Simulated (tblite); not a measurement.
Species: C₅H₄F₅P.
SMILES with atom numbers: `[CH3:1][C:2]1=[CH:3][P:4]1[C:5]([F:6])([F:7])[C:8]([F:9])([F:10])[F:11]` (hydrogens: H12, H13, H14 on C1; H15 on C3)

Computed with GFN2-xTB (tblite), gas phase: L-BFGS steps from a force-field or distance-geometry start until the largest atomic force falls under 0.01 eV/Å.

Step 6: E = -1057.0351 eV
```
atom  x, y, z in Å  |  force x, y, z in eV/Å
C1      1.9827   -0.6461   -0.8569    0.031  -0.107  -0.097
C2      1.3714    0.2202    0.1396    0.107  -0.133   0.179
C3      1.2703    0.5426    1.4081    0.081  -0.059  -0.193
P4      0.3441    1.6995    0.3495   -0.282   0.102   0.045
C5     -1.4097    0.8779    0.5506   -0.197  -0.162  -0.111
F6     -1.6097    0.6246    1.8681   -0.052   0.001   0.167
F7     -2.3032    1.8373    0.2016   -0.134   0.062   0.020
C8     -1.8181   -0.4012   -0.2140   -0.033  -0.141  -0.149
F9     -3.0944   -0.7556   -0.0243    0.272   0.210   0.033
F10    -1.6468   -0.2400   -1.5323    0.069   0.088   0.039
F11    -1.0732   -1.4622    0.1319    0.048   0.184   0.083
H12     2.6254   -1.3624   -0.3449    0.004  -0.045  -0.174
H13     2.5656   -0.0387   -1.5507   -0.004  -0.110  -0.023
H14     1.2103   -1.1705   -1.4229    0.118   0.004   0.010
H15     1.5810    0.2825    2.3896   -0.026   0.105   0.170
```

Step 7: E = -1057.0472 eV
```
atom  x, y, z in Å  |  force x, y, z in eV/Å
C1      1.9850   -0.6501   -0.8586    0.026  -0.085  -0.098
C2      1.3753    0.2192    0.1388    0.120  -0.223   0.144
C3      1.2795    0.5402    1.4074   -0.006  -0.022  -0.089
P4      0.3403    1.6937    0.3540   -0.211   0.194   0.010
C5     -1.4139    0.8819    0.5497   -0.240  -0.192  -0.047
F6     -1.6202    0.6198    1.8646   -0.022   0.014   0.215
F7     -2.3200    1.8311    0.2042   -0.049   0.086   0.005
C8     -1.8129   -0.3956   -0.2143   -0.059  -0.155  -0.142
F9     -3.0867   -0.7493   -0.0231    0.152   0.174   0.033
F10    -1.6448   -0.2333   -1.5316    0.111   0.053  -0.001
F11    -1.0714   -1.4553    0.1393    0.101   0.162   0.039
H12     2.6302   -1.3701   -0.3546   -0.016  -0.017  -0.139
H13     2.5657   -0.0444   -1.5544    0.019  -0.077  -0.031
H14     1.2143   -1.1730   -1.4274    0.082   0.000   0.024
H15     1.5751    0.2931    2.3990   -0.009   0.089   0.075
```

Step 8: E = -1057.0583 eV
```
atom  x, y, z in Å  |  force x, y, z in eV/Å
C1      1.9881   -0.6555   -0.8619    0.016  -0.026  -0.052
C2      1.3812    0.2144    0.1400    0.058  -0.192   0.065
C3      1.2887    0.5376    1.4065   -0.108   0.041   0.046
P4      0.3331    1.6903    0.3588   -0.066   0.110  -0.020
C5     -1.4226    0.8833    0.5489   -0.180  -0.118   0.070
F6     -1.6317    0.6148    1.8643   -0.007   0.019   0.180
F7     -2.3384    1.8258    0.2071    0.030   0.071   0.001
C8     -1.8079   -0.3914   -0.2165   -0.042  -0.078  -0.073
F9     -3.0774   -0.7401   -0.0212   -0.044   0.071   0.009
F10    -1.6403   -0.2254   -1.5317    0.142   0.002  -0.050
F11    -1.0670   -1.4456    0.1477    0.150   0.097  -0.016
H12     2.6352   -1.3787   -0.3672   -0.008  -0.021  -0.088
H13     2.5664   -0.0517   -1.5591    0.047  -0.027  -0.047
H14     1.2196   -1.1759   -1.4320    0.010  -0.023   0.013
H15     1.5686    0.3062    2.4094    0.003   0.073  -0.041
```

Step 9: E = -1057.0630 eV
```
atom  x, y, z in Å  |  force x, y, z in eV/Å
C1      1.9897   -0.6581   -0.8642    0.006   0.009  -0.012
C2      1.3842    0.2096    0.1422   -0.004  -0.104   0.019
C3      1.2904    0.5372    1.4065   -0.136   0.062   0.072
P4      0.3289    1.6902    0.3605    0.002  -0.015  -0.031
C5     -1.4293    0.8819    0.5501   -0.077  -0.025   0.115
F6     -1.6364    0.6133    1.8672   -0.018   0.015   0.114
F7     -2.3451    1.8249    0.2083    0.047   0.043   0.012
C8     -1.8065   -0.3908   -0.2186   -0.018   0.000  -0.009
F9     -3.0746   -0.7351   -0.0203   -0.112  -0.006  -0.026
F10    -1.6359   -0.2222   -1.5328    0.131  -0.023  -0.042
F11    -1.0624   -1.4401    0.1508    0.138   0.056  -0.041
H12     2.6371   -1.3827   -0.3739    0.012  -0.038  -0.060
H13     2.5675   -0.0552   -1.5619    0.048  -0.004  -0.045
H14     1.2218   -1.1776   -1.4337   -0.026  -0.033  -0.001
H15     1.5660    0.3128    2.4129    0.008   0.064  -0.064
```

Question: Estimate the geometry and energy of step 10. (The exact step hangs on the optimiser's Hessian estimate; all steps are aligned on step 9, rigid shifts and turns removed.)

Answer: E = -1057.0667 eV, largest force 0.139 eV/Å
```
atom  x, y, z in Å  |  force x, y, z in eV/Å
C1      1.9909   -0.6598   -0.8661   -0.001   0.019   0.014
C2      1.3860    0.2044    0.1449   -0.055  -0.007  -0.008
C3      1.2885    0.5383    1.4071   -0.121   0.047   0.049
P4      0.3259    1.6898    0.3609    0.024  -0.114  -0.044
C5     -1.4353    0.8801    0.5531    0.025   0.052   0.113
F6     -1.6398    0.6127    1.8720   -0.035   0.010   0.042
F7     -2.3484    1.8255    0.2094    0.044   0.016   0.033
C8     -1.8063   -0.3909   -0.2204    0.001   0.060   0.047
F9     -3.0747   -0.7319   -0.0203   -0.096  -0.065  -0.070
F10    -1.6301   -0.2206   -1.5342    0.098  -0.033   0.001
F11    -1.0565   -1.4351    0.1519    0.089   0.030  -0.052
H12     2.6385   -1.3860   -0.3797    0.026  -0.048  -0.042
H13     2.5693   -0.0576   -1.5646    0.029   0.006  -0.027
H14     1.2228   -1.1793   -1.4347   -0.039  -0.029  -0.008
H15     1.5646    0.3185    2.4140    0.010   0.056  -0.048
```

The energy changes by -0.0036 eV. The first-order estimate −F·Δx gives -0.0051 eV and the mean of the old and new forces, exact on a quadratic surface, -0.0036 eV. The step makes an angle of 47° with the force vector and moves no atom by more than 0.008 Å.

The cost below is that of the whole relaxation. Time: 1.9 s. Hardware: Arm Neoverse N1, one thread (shared host).
